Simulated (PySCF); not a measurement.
Input file for PySCF: R-BP86/LANL2DZ on CdH2 (SMILES [CdH2]), a point of a bond scan (R = 3.362 Å).

```python
from pyscf import gto, scf, dft, mp
from pyscf.data.elements import chemcore

mol = gto.M(
    atom='''
    Cd    0.00000000    0.00000000    0.00000000
    H     0.00000000    0.00000000    3.36233624
    H    -0.00000000   -0.00000000   -1.68116812
    ''',
    basis='lanl2dz',
    ecp={'Cd': 'lanl2dz'},
    charge=0, spin=0, verbose=3, max_memory=1800)
mf = dft.RKS(mol, xc='b88,p86')
mf.conv_tol = 1e-8
mf.max_cycle = 100
mf.kernel()
if not mf.converged:
    mf = mf.newton().run(mf.mo_coeff, mf.mo_occ)
```

Output:

```
converged SCF energy = -49.3922418911436
```

The calculation finished and met its thresholds.

Cost: very roughly 2.4 core-seconds.
